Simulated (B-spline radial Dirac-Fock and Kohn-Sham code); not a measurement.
K-line shifts caused by a second vacancy in Ti

System: the free titanium atom in the configuration 1s2 2s2 2p6 3s2 3p6 3d3 4s1 (not the ground configuration).

Calculated with a radial B-spline solver, using relaxed Dirac-Fock hole states (ΔSCF) with Breit and QED corrections and a finite nucleus. Each two-hole energy is an average over J within one jj subconfiguration, not an observable level; in light atoms, where LS coupling holds, the j-resolved values are not observed lines, and for a K spectator the Kα1 hypersatellite is nearly forbidden. Correlation energy is missing from these numbers.

Lines without a spectator: Kα2 (K-L2) 4504.7 eV, Kα1 (K-L3) 4510.3 eV, Kβ3 (K-M2) 4929.7 eV, Kβ1 (K-M3) 4930.3 eV. Shifts in eV with one spectator hole (a dash: not computed, or left out as unreliable):

```
spectator hole     Kα2     Kα1     Kβ3     Kβ1
        K (1s)  +227.2  +228.4  +282.0  +282.1
    L2 (2p1/2)  +19.37  +23.81       –   +56.2
    L3 (2p3/2)  +22.64  +21.53   +54.9       –
    M2 (3p1/2)       –   +1.36   +3.50   +4.69
    M3 (3p3/2)   +1.27       –   +4.50   +4.17
```

With n spectator holes in 2p, averaged over the 2p shell (energies in eV):

```csv
n,KαLⁿ,step,hypersatellite KαʰLⁿ
0,4508.4,–,4736.5
1,4530.7,+22.3,4759.9
2,4554.1,+23.4,4784.5
3,4578.6,+24.5,4810.3
4,4604.3,+25.7,4837.3
5,4631.2,+26.9,4865.4
```
